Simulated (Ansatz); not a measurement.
Program: Ansatz. Geometries: PBE0-D4/def2-TZVP. ΔE: electronic, gas phase. CCSD(T)/CBS adds triple-zeta CCSD(T) − MP2 to the extrapolated MP2 energy (def2 sets, frozen cores). This one scheme is used for every species. Double bonds are as drawn, so ΔE can hold a change between cis and trans. Functionals use def2-TZVPP. B3LYP here is the variant with VWN-RPA as its local correlation; programs differ in this. HSE06 is defined as in plane-wave codes. Each species was taken in one conformer, which may not be the lowest.

Reaction (formal hydrolysis of the Al–C bond): `N/C=C/[CH2][AlH2]` + H₂O → `[OH][AlH2]` + `C/C=C/N`

`N/C=C/[CH2][AlH2]`:

Z-matrix (Å, degrees):
```
C
C 1 1.357
Al 1 2.232 2 94.4
C 1 1.492 2 124.8 3 -56.0
H 1 1.089 2 117.3 3 117.0
N 2 1.375 1 125.8 3 -124.2
H 2 1.087 1 119.6 3 63.5
H 3 1.589 1 114.8 2 -24.7
H 3 1.588 1 107.1 2 114.5
H 4 1.085 1 112.8 2 -168.3
H 4 1.089 1 114.3 2 -39.8
H 6 1.008 2 116.2 1 17.7
H 6 1.006 2 116.0 1 154.0
```

H₂O:

Z-matrix (Å, degrees):
```
O
H 1 0.960
H 1 0.960 2 105.1
```

`[OH][AlH2]`:

Z-matrix (Å, degrees):
```
Al
O 1 1.696
H 1 1.585 2 119.7
H 1 1.577 2 116.0 3 -180.0
H 2 0.956 1 123.4 3 -0.0
```

`C/C=C/N`:

Z-matrix (Å, degrees):
```
C
C 1 1.491
H 1 1.095 2 111.8
H 1 1.093 2 111.1 3 120.3
H 1 1.096 2 111.9 3 -119.6
C 2 1.332 1 123.9 3 -122.5
H 2 1.089 1 117.3 3 58.7
N 6 1.389 2 126.6 1 -174.5
H 6 1.088 2 119.6 1 1.1
H 8 1.009 6 114.6 2 -16.9
H 8 1.007 6 114.7 2 -147.8
```

```csv
level,ΔE (kJ/mol),difference from CCSD(T)/CBS
LDA (SPW92),-100.1,27.2
PBE-D4,-108.6,18.7
revPBE-D4,-108.4,18.9
BLYP-D4,-131.0,-3.7
r2SCAN-D4,-117.5,9.8
B97M-V,-126.5,0.8
PBE0-D4,-111.7,15.6
B3LYP-D4,-132.4,-5.1
r2SCANh-D4,-118.1,9.2
HSE06-D4,-111.2,16.1
BHLYP-D4,-138.5,-11.2
CAM-B3LYP-D4,-138.8,-11.5
ωB97X-V,-128.8,-1.5
ωB97M-V,-125.2,2.1
B2PLYP,-138.4,-11.1
PBE-QIDH,-120.7,6.6
PBE,-114.4,12.9
revPBE,-119.6,7.7
BLYP,-142.6,-15.3
B3LYP,-141.8,-14.5
r2SCANh,-119.8,7.5
r2SCAN0,-120.9,6.4
HSE06,-116.2,11.1
BHLYP,-147.1,-19.8
LC-ωPBE,-125.9,1.4
RPA@PBE/def2-TZVPP,-129.7,-2.4
HF/def2-SVP,-161.5,-34.2
MP2/def2-SVP,-134.8,-7.5
CCSD/def2-SVP,-142.6,-15.3
CCSD(T)/def2-SVP,-137.4,-10.1
HF/def2-TZVPP,-162.7,-35.4
MP2/def2-TZVPP,-126.2,1.1
SCS-MP2/def2-TZVPP,-136.3,-9.0
CCSD(T)/def2-TZVPP,-129.2,-1.9
HF/def2-QZVPP,-163.4,-36.1
MP2/def2-QZVPP,-125.4,1.9
SCS-MP2/def2-QZVPP,-135.8,-8.5
HF/CBS(def2),-163.5,-36.2
MP2/CBS(def2),-124.4,2.9
CCSD/CBS(def2),-133.7,-6.4
CCSD(T)/CBS,-127.3,0
```

Largest T1 diagnostic among the species: 0.012.

Leaving LDA and LC-ωPBE aside and taking each functional with its dispersion term where it has one, the values spread over 30.3 kJ/mol, from CAM-B3LYP-D4 to revPBE-D4. LDA lies +14.2 kJ/mol from PBE without D4. In def2-TZVPP, CCSD(T) changes the Hartree–Fock value by +33.6 kJ/mol (the triples alone add +6.4 kJ/mol) and MP2 by +36.5 kJ/mol. The D4 term adds +9.4 kJ/mol with B3LYP and +5.2 kJ/mol with PBE0; it sums over pairs of atoms, weighted by their polarisabilities, and B3LYP, whose exchange is more repulsive, gets the larger term.
